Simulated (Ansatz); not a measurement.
BHN (SMILES [B]=N) moved off its minimum; all values from Ansatz (a quantum-chemistry and plane-wave program), cores frozen in correlated methods. Open shells are unrestricted.
(charge 0, multiplicity 2)
```xyz
3

B      0.0492    -0.0214    -0.8201
N      0.0243    -0.0125     0.4025
H      0.0521    -0.0015     1.3522
```

Forces at MP2/aug-cc-pVTZ (eV/Å):

| atom | Fx | Fy | Fz |
|---|---|---|---|
| B1 | -0.006 | -0.013 | -1.374 |
| N2 | -0.022 | -0.012 | -1.069 |
| H3 | 0.028 | 0.025 | 2.443 |

Question: Give the forces (eV/Å), the total energy and the dipole at CCSD(T)/aug-cc-pVTZ.

Answer: 
```tsv
atom	Fx	Fy	Fz
B1	0.008	-0.017	-1.988
N2	-0.040	-0.008	-0.525
H3	0.032	0.026	2.513
```
Energy -79.9742 hartree, dipole 0.35 D.
